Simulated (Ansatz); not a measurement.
The pair A = CH5Al (SMILES [CH3][AlH2]) (first 7 atoms), B = H2O (SMILES O); geometry from B3LYP-D3(BJ)/def2-TZVP.
(charge 0, multiplicity 1):
```xyz
10

C     -0.1778     0.9168    -0.6125
Al    -0.3298    -0.3736     0.8603
H      0.8623     1.0922    -0.9021
H     -0.6980     0.5558    -1.5058
H     -0.6195     1.8852    -0.3600
H      0.5849    -1.6861     0.8291
H     -1.7143    -0.4692     1.6567
O      0.6961     0.5133     2.4045
H      1.4304    -0.0436     2.6950
H      0.1181     0.6562     3.1656
```

Cores are frozen in the correlated methods. MP2 and its Hartree–Fock in aug-cc-pV(T+d)Z are density fitted.

The values were computed with Ansatz (Gaussian basis) for Hartree–Fock, density functionals and correlated methods. Values without a source in brackets are computed.

The counterpoise-corrected interaction energy is E(AB) − E(A in the pair's basis) − E(B in the pair's basis). Total energies (hartree):

```tsv
level	AB	A in the pair's basis	B in the pair's basis
HF/aug-cc-pV(D+d)Z	-358.7538041	-282.6827021	-76.0412201
MP2/aug-cc-pV(D+d)Z	-359.2084748	-282.9148612	-76.2622409
HF/aug-cc-pV(T+d)Z	-358.7954844	-282.7039242	-76.0598950
MP2/aug-cc-pV(T+d)Z	-359.3435843	-282.9796723	-76.3292943
CCSD(T)/aug-cc-pV(D+d)Z	-359.2650540	-282.9587670	-76.2753719
```

**Question.** Work out the counterpoise-corrected interaction energy at the basis-set limit: extrapolate the MP2 correlation part as X⁻³, take Hartree–Fock from the larger set, and add the CCSD(T) − MP2 difference of aug-cc-pV(D+d)Z.

**Answer.** 
1. Differences (1 hartree = 627.509 kcal/mol): HF/aug-cc-pV(D+d)Z -18.751; MP2/aug-cc-pV(D+d)Z -19.687; HF/aug-cc-pV(T+d)Z -19.870; MP2/aug-cc-pV(T+d)Z -21.723; CCSD(T)/aug-cc-pV(D+d)Z -19.400.
2. Correlation parts, MP2 less HF: -0.935 in aug-cc-pV(D+d)Z (X = 2), -1.853 in aug-cc-pV(T+d)Z (X = 3).
3. Limit (3³·(-1.853) − 2³·(-0.935))/(3³ − 2³) = -2.239; with HF/aug-cc-pV(T+d)Z it gives -22.109.
4. CCSD(T) less MP2 in aug-cc-pV(D+d)Z: 0.287.
Result: -21.82 kcal/mol, against -19.69 at MP2/aug-cc-pV(D+d)Z. It is an estimate of this method's limit, not of the exact value.

Ansatz is a program for electronic structure.
